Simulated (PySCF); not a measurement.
**Working out the excitation energy of Re**

Re [Xe] 4f14 5d5 6s2 (6S) → Re [Xe] 4f14 5d4 6s2 6p1 (high-spin determinant). All numbers are calculated (PySCF 2.14, scalar relativity through the core potential, in aug-cc-pVDZ-PP with ECP60MDF). Frozen: 5s2 5p6. Energies in hartree (1 hartree = 27.21139 eV):

```json
{"part": "UHF", "Re (lower)": "-77.834749", "Re (upper)": "-77.644025"}
{"part": "CCSD correlation", "Re (lower)": "-0.121843", "Re (upper)": "-0.110705"}
{"part": "(T)", "Re (lower)": "-0.004045", "Re (upper)": "-0.016051"}
```

What does Hartree-Fock give?

(-77.644025) − (-77.834749) = 0.190724 hartree = 5.190 eV.

What do CCSD and CCSD(T) give?

The CCSD correlation energies differ by 0.011138 hartree = 0.303 eV and the triples by -0.012006 hartree = -0.327 eV, so CCSD gives 5.493 eV and CCSD(T) 5.166 eV.

One determinant mixes LS terms, so it does not stand for a single term.

A double-zeta basis recovers only part of the correlation energy.

The coupled-cluster amplitudes are large, so a single reference is strained.
